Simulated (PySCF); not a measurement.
# Computed spin Hamiltonian

Species: C₅H₅F₄O (doublet state).
Z-matrix (Å and degrees, GFN2-xTB geometry), rows numbered from 1:
```
C 
C   1  1.3275
O   2  1.3535  1  121.05
C   3  1.4024  2  119.02  1  -163.40
F   4  1.3650  3  107.56  2  -121.08
C   4  1.4776  3  106.76  2   119.50
C   6  1.4728  4  118.64  3   -82.40
F   7  1.3351  6  112.61  4  -168.33
F   7  1.3626  6  113.50  4    71.44
F   7  1.3488  6  112.56  4   -47.11
H   1  1.0728  2  120.75  3  -176.39
H   1  1.0747  2  120.90  3     2.16
H   2  1.0861  1  122.77  3   178.88
H   4  1.1037  3  111.50  2    -4.25
H   6  1.0746  4  119.70  3    76.98
```

The hyperfine couplings belong to this conformer and change with its torsions.

Identity: `C=CO[C@H](F)[CH]C(F)(F)F` [radical].

Method: UKS B3LYP, pcH-1 on C F H O, non-relativistic, mean-field spin-orbit, GIAO in PySCF. Isolated species at its GFN2-xTB geometry (one conformer only). A GFN2-xTB geometry isn't a minimum of the functional, and hyperfine couplings can be far from their values at a DFT geometry. Stability of the SCF solution: not tested.

```
g1, g2, g3 : 2.00208, 2.00236, 2.00242
g_iso      : 2.00229
Form of g  : rhombic: the two nearest values differ by 17 % of g3 − g1
⟨S²⟩       : 0.7539 (exact 0.7500)
```

Isotropic coupling and dipolar principal values T1 to T3, in MHz:

```csv
atom,isotope,a_iso,T1,T2,T3,Mulliken spin population
C1,13C,3.2,-3.5,-2.8,6.2,0.04
C2,13C,-3.9,-4.0,0.5,3.5,-0.02
O3,17O,-47.1,-26.4,12.6,13.8,0.06
C4,13C,-22.2,-1.5,-1.3,2.9,-0.05
F5,19F,-7.4,-22.9,-15.0,38.0,0.01
C6,13C,106.0,-80.3,-79.9,160.3,0.98
C7,13C,-36.0,-3.0,0.2,2.8,-0.03
F8,19F,14.7,-25.3,-20.2,45.5,0.01
F9,19F,128.1,-84.9,-80.2,165.1,0.03
F10,19F,30.1,-33.4,-31.5,64.8,0.01
H11,1H,-1.4,-2.0,-0.6,2.6,0.00
H12,1H,-1.8,-1.3,0.1,1.2,0.00
H13,1H,1.7,-1.9,-1.1,3.0,0.00
H14,1H,17.1,-6.2,-3.5,9.7,0.01
H15,1H,-57.5,-37.1,-2.6,39.7,-0.04
```

The largest Mulliken spin population is on C6 (+0.98). The angles at C6 add up to 356.8°, so it is nearly planar; its axial dipolar tensor and the negative coupling of its proton fit spin in a p orbital normal to that plane.

Axes: g1 points within 4° of the C6–H15 bond.

Under fast tumbling the dipolar parts average out, and these isotropic splittings remain (the largest six): 3 × 19F (F8/F9/F10, I = 1/2, 4 lines) with 2.06 mT, 1 × 1H (H15, I = 1/2, 2 lines) with 2.05 mT, 1 × 1H (H14, I = 1/2, 2 lines) with 0.61 mT, 1 × 19F (F5, I = 1/2, 2 lines) with 0.27 mT, 1 × 1H (H12, I = 1/2, 2 lines) with 0.07 mT and 1 × 1H (H13, I = 1/2, 2 lines) with 0.06 mT.

Nuclei that the bonding pattern makes equivalent are averaged, as if the motion that swaps them (rotation, inversion, ring flip) were fast. The three 19F nuclei of mean +57.6 MHz run from 14.7 to 128.1 MHz in the frozen geometry.

The 13C coupling of C6 (106.0 MHz) shows only in satellite lines or after enrichment, since that isotope makes up about 1.07 % of natural carbon.

The 17O coupling of O3 (-47.1 MHz) shows only in satellite lines or after enrichment, since that isotope makes up about 0.038 % of natural oxygen.

On one thread, Arm Neoverse V1 (aarch64), shared host, this took 91 s wall (grids of density and orbitals included) and 1.1 GiB of memory at its peak.
